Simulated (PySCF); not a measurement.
ClH2Si, SMILES [SiH2]Cl, multiplicity 2. Atoms are numbered in the order given.

```xyz
4

Si    -1.0329     0.1014     0.0000
Cl     1.0317    -0.0164     0.0000
H     -1.5389    -0.5700    -1.2234
H     -1.5389    -0.5700     1.2234
```
Charge 0, spin multiplicity 2.

Geometry optimised at B3LYP-D3(BJ)/def2-TZVP. The isomer is the one that the SMILES or the coordinates give; other isomers of the formula were not compared.

Two levels are set side by side: PBE/pcH-1 (PySCF) and PBE0/pcH-1 (PySCF). Contact hyperfine couplings, same geometry. Differences are taken from unrounded values.

```
quantity                           PBE
------------------------------  ------
A(iso) of 29Si, atom Si1 (MHz)  -575.4
A(iso) of 35Cl, atom Cl2 (MHz)    10.6
A(iso) of 1H, atom H3 (MHz)       73.5
A(iso) of 1H, atom H4 (MHz)       73.5
```

Q: These are the PBE values. What does PBE0 give? (The exact figures need the calculation; the answer reports its results.)

A: 
```csv
quantity,PBE0,PBE minus PBE0
"A(iso) of 29Si, atom Si1 (MHz)",-613.1,37.7
"A(iso) of 35Cl, atom Cl2 (MHz)",13.8,-3.2
"A(iso) of 1H, atom H3 (MHz)",71.7,1.8
"A(iso) of 1H, atom H4 (MHz)",71.7,1.8
```

Rough cost on one machine, each run with all the roots and properties that it gave: PBE0 against PBE within a factor of 2.
